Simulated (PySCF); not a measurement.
CH₁₀N₂Si₂ (SMILES N[SiH2]C[SiH2]N), singlet, geometry from GFN2-xTB; CASCI(6,5)+NEVPT2/STO-3G (PySCF).

Input for PySCF:
```python
from pyscf import gto, scf, mcscf, mrpt
import numpy

mol = gto.Mole()
mol.atom = '''
    Si    1.60103284   -0.47358581   -0.12858007
    N     2.93132405    0.61142081    0.06593236
    C     0.03333447    0.57831067    0.01815075
    Si   -1.58665623   -0.41563802    0.00100225
    N    -3.03629615    0.50354559    0.21173997
    H     1.74394215   -1.43106580    0.96917231
    H     1.57849576   -1.20105411   -1.41069148
    H     3.86304382    0.22993059    0.08250775
    H     2.93205439    1.47759953   -0.44871766
    H     0.01493067    1.30723799   -0.79413230
    H     0.09212629    1.15917086    0.93948461
    H    -1.59604808   -1.36787441    1.11240387
    H    -1.75903400   -1.06240632   -1.30148729
    H    -3.32477297    1.13099284   -0.52129503
    H    -3.21121242    0.93197365    1.10623394
'''
mol.basis = 'sto-3g'
mol.verbose = 4
mol.build()

mf = scf.RHF(mol)
mf.kernel()
mc = mcscf.CASCI(mf, 5, 6)
mc.fix_spin_(ss=0.0)
mc.kernel()
occ = numpy.linalg.eigvalsh(mc.fcisolver.make_rdm1(mc.ci, mc.ncas, mc.nelecas))[::-1]
ss = mc.fcisolver.spin_square(mc.ci, mc.ncas, mc.nelecas)[0]
print('natural occupations', occ.round(4), ' <S^2>', round(ss, 4))
e2 = mrpt.NEVPT(mc).kernel()
print('E(NEVPT2) = %.10f' % (mc.e_tot + e2))
```

It wrote (shortened):

```
PySCF version 2.14.0

[INPUT] verbose = 4
[INPUT] num. atoms = 15
[INPUT] num. electrons = 58
[INPUT] charge = 0
[INPUT] spin (= nelec alpha-beta = 2S) = 0
[INPUT] symmetry False subgroup None
[INPUT] Mole.unit = angstrom
[INPUT] Symbol           X                Y                Z      unit          X                Y                Z       unit  Magmom
[INPUT]  1 Si     1.601032840000  -0.473585810000  -0.128580070000 AA    3.025513584035  -0.894947477380  -0.242981117377 Bohr   0.0
[INPUT]  2 N      2.931324050000   0.611420810000   0.065932360000 AA    5.539399636851   1.155417877760   0.124594103146 Bohr   0.0
[INPUT]  3 C      0.033334470000   0.578310670000   0.018150750000 AA    0.062993018808   1.092848781214   0.034299946455 Bohr   0.0
[INPUT]  4 Si    -1.586656230000  -0.415638020000   0.001002250000 AA   -2.998345728535  -0.785442024756   0.001893978008 Bohr   0.0
[INPUT]  5 N     -3.036296150000   0.503545590000   0.211739970000 AA   -5.737768156571   0.951563256333   0.400130552924 Bohr   0.0
[INPUT]  6 H      1.743942150000  -1.431065800000   0.969172310000 AA    3.295573040585  -2.704322428232   1.831470233412 Bohr   0.0
[INPUT]  7 H      1.578495760000  -1.201054110000  -1.410691480000 AA    2.982924675187  -2.269663328683  -2.665820543457 Bohr   0.0
[INPUT]  8 H      3.863043820000   0.229930590000   0.082507750000 AA    7.300094826994   0.434505842760   0.155917050654 Bohr   0.0
[INPUT]  9 H      2.932054390000   1.477599530000  -0.448717660000 AA    5.540779779429   2.792258433486  -0.847953484656 Bohr   0.0
[INPUT] 10 H      0.014930670000   1.307237990000  -0.794132300000 AA    0.028214877156   2.470321780727  -1.500692553671 Bohr   0.0
[INPUT] 11 H      0.092126290000   1.159170860000   0.939484610000 AA    0.174093456972   2.190515456977   1.775368611144 Bohr   0.0
[INPUT] 12 H     -1.596048080000  -1.367874410000   1.112403870000 AA   -3.016093752838  -2.584908007701   2.102138654206 Bohr   0.0
[INPUT] 13 H     -1.759034000000  -1.062406320000  -1.301487290000 AA   -3.324092503798  -2.007656977807  -2.459454532702 Bohr   0.0
[INPUT] 14 H     -3.324772970000   1.130992840000  -0.521295030000 AA   -6.282910339657   2.137266716444  -0.985104836797 Bohr   0.0
[INPUT] 15 H     -3.211212420000   0.931973650000   1.106233940000 AA   -6.068312001602   1.761174953811   2.090479176299 Bohr   0.0

nuclear repulsion = 290.632912635808
number of shells = 29
number of NR pGTOs = 129
number of NR cGTOs = 43
basis = sto-3g
ecp = {}

******** <class 'pyscf.scf.hf.RHF'> ********
method = RHF
initial guess = minao
damping factor = 0
level_shift factor = 0
DIIS = <class 'pyscf.scf.diis.CDIIS'>
diis_start_cycle = 1
diis_space = 8
diis_damp = 0
SCF conv_tol = 1e-09
SCF conv_tol_grad = None
SCF max_cycles = 50
direct_scf = True
direct_scf_tol = 1e-13
Set gradient conv threshold to 3.16228e-05
Initial guess from minao.
init E= -721.985881745068
  HOMO = -0.263237417807939  LUMO = 0.264137077933937  gap/eV = 14.35059
cycle= 1 E= -721.893602082543  delta_E= 0.0923  |g|= 0.44  |ddm|= 4.38
  HOMO = -0.208854198679482  LUMO = 0.493640748681498  gap/eV = 19.11586
cycle= 2 E= -721.959107196997  delta_E= -0.0655  |g|= 0.101  |ddm|= 0.743
  HOMO = -0.285527148745708  LUMO = 0.467232249479672  gap/eV = 20.48363
cycle= 3 E= -721.963033784167  delta_E= -0.00393  |g|= 0.0208  |ddm|= 0.174
  HOMO = -0.285522167884338  LUMO = 0.467908742782827  gap/eV = 20.50190
cycle= 4 E= -721.963306641452  delta_E= -0.000273  |g|= 0.00277  |ddm|= 0.0601
  HOMO = -0.285290823043684  LUMO = 0.468716498834733  gap/eV = 20.51758
cycle= 5 E= -721.963313006618  delta_E= -6.37e-06  |g|= 0.000829  |ddm|= 0.00994
  HOMO = -0.285444026354845  LUMO = 0.468561466165458  gap/eV = 20.51753
cycle= 6 E= -721.963313483589  delta_E= -4.77e-07  |g|= 0.000184  |ddm|= 0.00281
  HOMO = -0.285469496536  LUMO = 0.468562835741136  gap/eV = 20.51826
cycle= 7 E= -721.963313505383  delta_E= -2.18e-08  |g|= 3.64e-05  |ddm|= 0.000579
  HOMO = -0.285461442239215  LUMO = 0.468566360381154  gap/eV = 20.51814
cycle= 8 E= -721.96331350643  delta_E= -1.05e-09  |g|= 7.82e-06  |ddm|= 0.000129
  HOMO = -0.285462123287639  LUMO = 0.468565943606896  gap/eV = 20.51815
cycle= 9 E= -721.963313506477  delta_E= -4.71e-11  |g|= 1.81e-06  |ddm|= 2.6e-05
  HOMO = -0.285461635400327  LUMO = 0.468565826166894  gap/eV = 20.51813
Extra cycle  E= -721.963313506478  delta_E= -9.09e-13  |g|= 7.14e-07  |ddm|= 3.86e-06
converged SCF energy = -721.963313506478

******** <class 'pyscf.mcscf.casci.CASCI'> ********
CAS (3e+3e, 5o), ncore = 26, nvir = 12
natorb = False
canonicalization = True
sorting_mo_energy = False
******** <class 'pyscf.fci.addons.SpinPenaltyFCISolver'> ********
max. cycles = 200
conv_tol = 1e-08
davidson only = True
linear dependence = 1e-12
level shift = 0.001
max iter space = 12
nroots = 1
pspace_size = 400
spin = None
Density matrix diagonal elements [1.99871705e+00 1.99983829e+00 1.99876696e+00 1.73254688e-03
 9.45152974e-04]
CASCI converged
CASCI E = -721.965095596416  E(CI) = -5.67281446679590  S^2 = 0.0000000
natural occupations [1.9999e+00 1.9995e+00 1.9979e+00 1.8000e-03 9.0000e-04]  <S^2> 0.0

******** <class 'pyscf.mrpt.nevpt2.NEVPT'> ********
NEVPT2 (3e+3e, 5o), ncore = 26, nvir = 12
root = 0
Natural occ [1.99993566e+00 1.99953021e+00 1.99786734e+00 1.80578516e-03
 8.61014361e-04]
Natural orbital (expansion on meta-Lowdin AOs) in CAS space
               #1        #2        #3        #4        #5
0 Si 1s         -0.00008   0.00004   0.00012   0.00076  -0.00017
0 Si 2s          0.00094  -0.00055  -0.00024  -0.00402   0.00171
0 Si 3s         -0.01889   0.01199   0.07607   0.33873  -0.05880
0 Si 2px         0.00204   0.00093   0.00488   0.00499  -0.00784
0 Si 2py         0.00133  -0.00126  -0.00151  -0.00822  -0.00414
0 Si 2pz         0.00076  -0.00014  -0.00008   0.00091   0.00217
0 Si 3px        -0.12274  -0.16933  -0.36209  -0.12889   0.29368
0 Si 3py        -0.01515   0.15611   0.27187   0.33885   0.15643
0 Si 3pz        -0.09131   0.02320   0.02684  -0.02655  -0.07991
1 N 1s           0.00026  -0.00015   0.00042   0.00299   0.00217
1 N 2s           0.17039  -0.02291  -0.05266  -0.20347  -0.14866
1 N 2px         -0.04726   0.05748   0.17539   0.07314   0.06032
1 N 2py          0.29569  -0.07528   0.02472   0.12030   0.06553
1 N 2pz          0.84540  -0.12637   0.03148   0.03221   0.06415
2 C 1s           0.00008  -0.00120  -0.00003   0.00412   0.00262
2 C 2s          -0.00191   0.14427   0.03066  -0.23819  -0.15515
2 C 2px         -0.00532   0.07707   0.62079  -0.07220   0.37311
2 C 2py         -0.02704  -0.35038  -0.18248   0.26349   0.11986
2 C 2pz          0.00351  -0.02880  -0.03801   0.02691  -0.02659
3 Si 1s         -0.00002  -0.00007  -0.00005   0.00038   0.00117
3 Si 2s         -0.00009  -0.00049  -0.00082  -0.00123  -0.00714
3 Si 3s         -0.01319  -0.05502  -0.06038   0.18392   0.50598
3 Si 2px         0.00012  -0.00063   0.00466   0.00164  -0.01054
3 Si 2py        -0.00022  -0.00062  -0.00091  -0.01330   0.00483
3 Si 2pz        -0.00013   0.00007  -0.00032  -0.00176   0.00181
3 Si 3px        -0.01249   0.00790  -0.22255  -0.10929   0.36796
3 Si 3py         0.00375   0.00851  -0.06628   0.53890  -0.14366
3 Si 3pz         0.00621  -0.01282  -0.00612   0.07446  -0.06062
4 N 1s          -0.00001  -0.00007  -0.00048   0.00384   0.00006
4 N 2s           0.03816   0.20032  -0.01189  -0.25074   0.01309
4 N 2px         -0.07553  -0.46562   0.42339  -0.26866  -0.03279
4 N 2py         -0.12162  -0.62615   0.14185   0.00337  -0.00574
4 N 2pz         -0.01038  -0.04088  -0.00890   0.01972  -0.00139
5 H 1s          -0.19063  -0.10772  -0.15414  -0.01521   0.12574
6 H 1s           0.27770  -0.15375  -0.13740  -0.09970   0.03183
7 H 1s          -0.01717   0.05501   0.13016   0.16485   0.06432
8 H 1s          -0.05429  -0.02421  -0.02913   0.02900   0.06901
9 H 1s          -0.02350  -0.11460  -0.07447  -0.05499  -0.00644
10 H 1s          0.00209  -0.10826  -0.06652  -0.05095   0.04686
11 H 1s         -0.02265  -0.15575   0.01568   0.09688  -0.32171
12 H 1s         -0.03041  -0.12510   0.04457   0.09564  -0.34371
13 H 1s         -0.01783  -0.08290  -0.03721   0.09802  -0.00686
14 H 1s         -0.01939  -0.07735  -0.03169   0.09649   0.00054
<CAS-nat-orb|mo-hf>  27     28       0.89554131
<CAS-nat-orb|mo-hf>  28     27       0.66302623
<CAS-nat-orb|mo-hf>  28     28      -0.43367353
<CAS-nat-orb|mo-hf>  28     29      -0.61018024
<CAS-nat-orb|mo-hf>  29     27       0.70831496
<CAS-nat-orb|mo-hf>  29     29       0.69882433
<CAS-nat-orb|mo-hf>  30     30       0.95564403
<CAS-nat-orb|mo-hf>  31     31       0.95564572
Sr    (-1)',   E = -0.00450170332717
Si    (+1)',   E = -0.00232764516230
Sijrs (0)  ,   E = -0.12571233266011
Sijr  (+1) ,   E = -0.03189389254894
Srsi  (-1) ,   E = -0.02944571814532
Srs   (-2) ,   E = -0.00636596215868
Sij   (+2) ,   E = -0.00610077315854
Sir   (0)' ,   E = -0.01614136236112
Nevpt2 Energy = -0.222489389522188
E(NEVPT2) = -722.1875849859
```
